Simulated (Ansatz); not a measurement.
The cluster TaO2. Total charge 0; doublet. Geometry PBE0-D4/def2-TZVP.

```
atom    x (Å)    y (Å)    z (Å)
 Ta1  -0.3005  -0.6091  -0.1438
  O2   1.0044   0.1321  -0.9824
  O3  -0.7039   0.4771   1.1262
```

In the def2 sets Ta takes a core potential; there is no spin–orbit coupling. The structure comes from a short search, and lower isomers may exist.

Q: Estimate the α-spin orbital energies around the gap (eV) in Ansatz with PBE-D4/def2-SVP, PBE0-D4/def2-TZVP, r2SCAN0-D4/def2-TZVP, BHLYP-D4/def2-TZVP, CAM-B3LYP-D4/def2-TZVP.

A: 
```
orbital  PBE-D4/def2-SVP  PBE0-D4/def2-TZVP  r2SCAN0-D4/def2-TZVP  BHLYP-D4/def2-TZVP  CAM-B3LYP-D4/def2-TZVP
HOMO−13          -510.21            -522.39               -526.38             -535.19                 -522.15
HOMO−12           -71.54             -76.02                -77.38              -80.54                  -77.78
HOMO−11           -39.05             -42.21                -43.09              -45.35                  -43.97
HOMO−10           -38.98             -42.08                -42.94              -45.11                  -43.84
 HOMO−9           -38.63             -41.71                -42.60              -44.72                  -43.48
 HOMO−8           -21.61             -24.85                -25.61              -27.56                  -26.30
 HOMO−7           -21.23             -24.46                -25.22              -27.15                  -25.89
 HOMO−6            -9.11             -10.81                -11.01              -12.36                  -12.32
 HOMO−5            -8.83             -10.37                -10.57              -11.85                  -11.80
 HOMO−4            -8.58              -9.94                -10.08              -11.18                  -11.38
 HOMO−3            -8.17              -9.53                 -9.66              -10.82                  -10.98
 HOMO−2            -7.99              -9.46                 -9.61              -10.76                  -10.85
 HOMO−1            -6.58              -8.16                 -8.34               -9.60                   -9.59
   HOMO            -5.55              -6.66                 -6.96               -7.55                   -7.87
   LUMO            -3.49              -2.97                 -2.98               -2.14                   -1.92
 LUMO+1            -3.11              -2.73                 -2.77               -2.02                   -1.75
 LUMO+2            -1.50              -0.60                 -0.43                0.26                    0.46
 LUMO+3            -0.85              -0.41                 -0.22                0.54                    0.62
 LUMO+4            -0.20               0.72                  0.92                1.66                    1.76
 LUMO+5             0.34               1.06                  1.39                1.82                    1.97
 β HOMO            -6.62              -8.24                 -8.44               -9.68                   -9.64
 β LUMO            -4.17              -3.46                 -3.18               -3.08                   -2.90
```
